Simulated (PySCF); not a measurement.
# What a mistake does to a calculation on BH4O2Si anion

These are calculations, not measurements. The program is PySCF 2.14.0, an open-source quantum chemistry code, run on an isolated molecule that a program drew, which may never have been made. The molecule is BH4O2Si anion (charge -1, singlet), drawn as the SMILES string `BO[SiH2][O-]`.

Each row is a Hartree-Fock (HF) and frozen-core CCSD(T) single point in the aug-cc-pV(D+d)Z basis, meant for a local HF minimum. Run 1 is clean. Each other run has one planted mistake out of seven kinds, and not every kind appears here: one electron removed, one electron added, multiplicity raised by two, geometry at a saddle point, minimal basis STO-3G, one bond length entered in bohr, all coordinates scaled. The reference is restricted for singlets and unrestricted otherwise, and also for a bond in bohr. Adding or removing an electron swaps singlet and doublet. Electrons count all cores. HOMO and LUMO are orbital energies over both spins, the gradient is its largest component, and the lowest frequency (negative if imaginary) is given only where the gradient is small. Bond lengths are over the 7 bonds as drawn. T1 is the CCSD diagnostic: over 0.02 (restricted) or 0.045 (unrestricted) a single reference is doubtful.

Geometry of the clean run:
```xyz
8
BH4O2Si anion, angstrom
B    -2.3979    1.2396    0.8060
O    -1.6959    1.4061   -0.3011
Si   -0.7884    0.2450   -1.2106
O    -1.6267   -0.7169   -2.0793
H    -3.0523    2.1688    1.2425
H    -2.4036    0.1964    1.4252
H     0.1508    1.1781   -1.9265
H     0.0577   -0.3823   -0.1287
```

```
run,electrons,basis functions,<S^2>,HOMO (eV),LUMO (eV),gradient (hartree/bohr),lowest frequency (cm^-1),mean bond (Å),longest bond (Å),T1,HF (hartree),CCSD(T) (hartree),mistake
1,40,137,0.000,-5.28,3.50,3.2e-05,57,1.4346,1.732,0.0184,-465.82791,-466.48670,no fault
2,40,137,2.024,-0.83,2.31,6.8e-02,-,1.4346,1.732,0.0614,-465.62925,-466.29414,multiplicity raised by two
3,40,137,0.501,-5.00,3.77,3.1e-02,-,1.5894,2.301,0.0561,-465.71725,-466.38373,one bond length entered in bohr
4,40,28,0.000,1.18,14.26,4.6e-02,-,1.4346,1.732,0.0262,-459.86046,-460.08061,minimal basis STO-3G
5,39,137,0.759,-11.75,-0.28,1.1e-01,-,1.4346,1.732,0.0273,-465.74073,-466.33685,?
```

**Which mistake was planted in run 5, and what did it cost?**

It counts 39 electrons, one fewer than the clean run, at the same geometry and basis. So the mistake is: one electron removed. Subtracting run 1 and multiplying by 627.51 kcal/mol a hartree, the energy moved by 54.7 kcal/mol in HF and 94.0 kcal/mol in CCSD(T).

Cautions from the logs. Run 2: T1 is over the limit, so its CCSD(T) energy is less reliable; run 3: T1 is over the limit, so its CCSD(T) energy is less reliable; run 4: T1 is over the limit, so its CCSD(T) energy is less reliable and the HOMO is above zero, so the electron isn't bound and the energy depends on the basis.
